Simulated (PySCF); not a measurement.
# GeO and its ions

RHF-CCSD(T); Ge def2-TZVPPD, O def2-TZVPPD; no relativity (PySCF 2.14). Neutral (RHF): singlet (closed shell), Re = 1.638 Å, ωe = 977 cm⁻¹, De = 6.78 eV.

GeO⁺ (UHF): doublet (π ↑), Re = 1.775 Å, ωe = 744 cm⁻¹, De = 3.68 eV to Ge⁺ + O. The energies at the minima are -2150.74493 hartree for GeO and -2150.34059 for GeO⁺.

Work out the adiabatic ionisation energy, without and with harmonic zero-point energies (1 hartree = 27.2114 eV, 1 eV = 8065.5 cm⁻¹), and the change of the bond length.

At CCSD(T): 0.40434 hartree = 11.003 eV between the minima; the zero-point term (744.0 − 977.0)/2 cm⁻¹ = -0.014 eV makes it 10.988 eV. Re changes by +13.7 pm against the neutral. The electron leaves a π orbital, and the longer bond of the ion fits a bonding orbital, or a change in how ionic the bond is.

Correlated steps freeze 10 core orbitals. Spin–orbit coupling is left out. For an ion De counts to the pair picked by the measured ionisation energies or electron affinities, which need not be the lowest pair at this level. Where the molecule has an RHF reference, its open-shell atoms are computed with UHF. The CCSD T1 diagnostic is raised in GeO, a sign that a single reference may not be enough there. States were picked by a PBE0 search and need not be the measured ground states.

Neutral and ion stand on different kinds of reference determinant, which adds to the error of the difference.
